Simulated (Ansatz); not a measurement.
`CCN[SiH2]Cl` + H₂ → `CN[SiH2]Cl` + CH₄ at 700 K and 1 bar (hydrogenolysis of a C–C bond).

Isolated molecules relaxed with PBE0-D4/def2-TZVP in Ansatz; ΔE leaves out vibrations. CBS: MP2 limit from def2 TZ/QZ plus the TZ coupled-cluster correction, frozen cores. This one scheme is used for every species. Each species was taken in one conformer, which may not be the lowest.

```json
{"species": "`CCN[SiH2]Cl`", "CCSD(T)/CBS energy (Eh)": "-884.55705", "H − E (kJ/mol)": "354.5", "S (J/(mol·K))": "490.2"}
{"species": "H₂", "CCSD(T)/CBS energy (Eh)": "-1.17544", "H − E (kJ/mol)": "46.8", "S (J/(mol·K))": "155.3"}
{"species": "`CN[SiH2]Cl`", "CCSD(T)/CBS energy (Eh)": "-845.29269", "H − E (kJ/mol)": "263.1", "S (J/(mol·K))": "434.4"}
{"species": "CH₄", "CCSD(T)/CBS energy (Eh)": "-40.46206", "H − E (kJ/mol)": "145.9", "S (J/(mol·K))": "224.0"}
```

H − E and S are ideal-gas, rigid-rotor, harmonic terms from PBE0-D4/def2-TZVP, for one conformer and one mirror image of each species. For small species the MP2-based limit differs from directly extrapolated CCSD(T) by up to some mEh (0.8 for H₂); such offsets cancel only in part. 1 Eh = 2625.50 kJ/mol, R = 8.31446 J/(mol·K).

Problem. By hand: ΔE, ΔH, ΔS and ΔG.

Solution. ΔE = (-845.29269) + (-40.46206) − (-884.55705) − (-1.17544) = -0.02226 Eh = -58.4 kJ/mol. Δ(H − E) = 263.1 + 145.9 − 354.5 − 46.8 = 7.7, so ΔH = -50.7 kJ/mol. ΔS = 434.4 + 224.0 − 490.2 − 155.3 = 12.9 J/(mol·K). ΔG = -50.7 − 700 × (12.9)/1000 = -59.7 kJ/mol.

Problem. By hand: the equilibrium constant, and the temperature at which ΔG would vanish if ΔH and ΔS stayed fixed.

Solution. log₁₀ K = −ΔG/(RT ln 10) = 4.5. ΔH and −TΔS have one sign here, so there is no such temperature.

The number of gas molecules stays the same, so ΔS is small and ΔH decides. A doubt of 5 kJ/mol in ΔE shifts log₁₀ K by 0.4 here. Other conformers and mirror images would add mixing entropy, several J/(mol·K) or more a flexible species. These are equilibria of isolated gas molecules and say nothing of rates. Largest T1 diagnostic: 0.010 (customary marks: 0.02 for closed shells, 0.045 for open ones).

ΔS is within the doubt of such terms, so its sign, and with it that verdict, could turn.
